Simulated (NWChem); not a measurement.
Species: CHCl2NOSi; SMILES O=C=N[SiH](Cl)Cl

```xyz
7

Si     0.0001     0.4597     0.5843
Cl    -1.6726     1.2722    -0.2746
Cl     1.6678     1.2817    -0.2755
N      0.0050    -1.2180     0.3153
C      0.0036    -2.3658    -0.0363
O      0.0028    -3.4842    -0.3561
H      0.0000     0.7418     2.0314
```
Atoms are numbered in this order, from 1.

Results from NWChem. Pople sets run with spherical d functions. Structure relaxed at the PBE0/def2-SVP level. Ions are spin-unrestricted doublets at the neutral geometry; other ion states weren't tried.

Task: Predict the results for BHandHLYP/6-31+G*. Quantities: vertical ionisation energy, ΔSCF (eV); −ε(HOMO) (eV).

Result: 
```yaml
vertical ionisation energy, ΔSCF (eV): 11.68
"−ε(HOMO) (eV)": 10.56
```
